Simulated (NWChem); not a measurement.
System: C₃H₄O₂Si; SMILES O1C([SiH2]C1=C)=O

NWChem input:

```
start job
memory heap 200 mb stack 900 mb global 1100 mb
geometry units angstroms noautosym nocenter noautoz
  C     -0.679668     2.303817     0.000000
  C     -0.248340     1.046601     0.000000
  O     -1.118364    -0.050640     0.000000
  C     -0.272211    -1.152083     0.000000
  O     -0.654293    -2.272623     0.000000
  Si     1.309315    -0.014942     0.000000
  H     -1.748244     2.536543     0.000000
  H      0.034547     3.128349     0.000000
  H      2.152867    -0.024478    -1.227198
  H      2.152867    -0.024478     1.227198
end
basis spherical
  * library def2-svp
end
dft
  xc b3lyp
  iterations 150
  mulliken
end
task dft energy
esp
  recalculate
  probe 0.07
  range 0.3
  factor 1.0
  spacing 0.02
end
task esp
```

All runs use the structure optimised with PBE0/def2-SVP.

Atomic charges in e: unrestrained fits to the electrostatic potential beside Mulliken populations; buried atoms are poorly determined by the fit.

Atoms are numbered as in the input.

Question: Predict the main results of this run. (B3LYP/def2-SVP.) Quantities: ESP C1; Mulliken C1; ESP C2; Mulliken C2; ESP O3; Mulliken O3; ESP C4; Mulliken C4; ESP O5; Mulliken O5; relative RMS misfit of the potential (%).

Answer: 
```yaml
ESP C1: -0.45
Mulliken C1: -0.09
ESP C2: 0.14
Mulliken C2: 0.02
ESP O3: -0.25
Mulliken O3: -0.25
ESP C4: 0.44
Mulliken C4: 0.08
ESP O5: -0.42
Mulliken O5: -0.15
relative RMS misfit of the potential (%): 27
```
